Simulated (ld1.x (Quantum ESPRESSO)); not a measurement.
## What one change does to a pseudopotential (calcium (Ca), TM)

```json
{
 "Element": "Ca (Z = 20)",
 "Generator": "ld1.x (Quantum ESPRESSO) 7.5",
 "Type": "norm-conserving Troullier–Martins (Kleinman–Bylander form)",
 "Functional": "LDA (PZ)",
 "Relativity": "scalar-relativistic",
 "Frozen core": "[Ar]",
 "Valence charge": "2",
 "Reference configuration": "3d0 4s1.5 4p0.5",
 "Partial waves": "4s (bound): rc 3.20 bohr; 3d (bound, empty): rc 2.85 bohr; 4p (bound): rc 3.95 bohr",
 "Local potential": "the p channel",
 "Core correction": "none"
}
```

Change: core correction a·sin(br)/r model core inside 2.86 bohr.

Cutoffs: the cutoffs (Ry, on a coarse ladder) from which the occupation-weighted sum of valence levels, in a spherical-Bessel basis at the reference potential, stays within 10 and 1 mRy of its value at 400 Ry; they do not see the model core or the augmentation charge, which bear on the density cutoff. Errors are all-electron minus pseudo energies relative to the spin-unpolarised reference configuration.

Problem. Predict the effect on cutoff, ghosts and configuration errors.

Solution. Both files are so soft that the ladder of cutoffs tells neither apart; of the 9 tests that both files solve, the error grows in 0 and shrinks in 9 by more than 15 % and 0.3 meV (median size 23.6 → 6.3 meV); neither file shows a bound ghost. Exchange and correlation are not linear in the density, so unscreening with the valence charge alone errs where core and valence overlap; a model core restores that term. A model core, the more so a compact one, raises the density cutoff, which this test does not measure.

| quantity | base | changed |
| --- | --- | --- |
| cutoff, loose | 6 Ry | 6 Ry |
| cutoff, tight | 10 Ry | 10 Ry |
| bound ghosts | none | none |
| error for 3d0 4s2 4p0, meV [ΔE -1.23 eV] | +3.4 | +0.5 |
| error for 3d0 4s1 4p0, meV [ΔE 5.23 eV] | +24 | +10 |
| error for 3d0 4s1.5 4p0, meV [ΔE 1.34 eV] | +1.7 | +1.0 |
| error for 3d0 4s1 4p1, meV [ΔE 1.26 eV] | +3.9 | +0.2 |
| error for 3d1 4s1 4p0, meV [ΔE 1.01 eV] | +642 | +147 |
| error for 3d1 4s0 4p0, meV [ΔE 6.57 eV] | +971 | +264 |
| error for 3d0 4s0 4p1, meV [ΔE 8.36 eV] | +91 | +6.3 |
| error for 3d0 4s1.5 4p0.5 (spin-polarised), meV [ΔE -0.11 eV] | +15 | +4.1 |
| error for 3d0 4s1 4p0 (spin-polarised), meV [ΔE 5.03 eV] | +106 | +21 |
| s: phases at 4.31 bohr within 0.05 rad from the reference energy up to (Ry; the scan ends near 5) | 0.2 | 0.2 |
| p: phases at 4.31 bohr within 0.05 rad from the reference energy up to (Ry; the scan ends near 5) | 1.1 | 1.1 |
| d: phases at 4.31 bohr within 0.05 rad from the reference energy up to (Ry; the scan ends near 5) | 0.1 | 0.1 |

Base: The cutoffs count occupied waves only; the empty 3d level needs 25 Ry at the loose tolerance. Changed file: The cutoffs count occupied waves only; the empty 3d level needs 25 Ry at the loose tolerance.
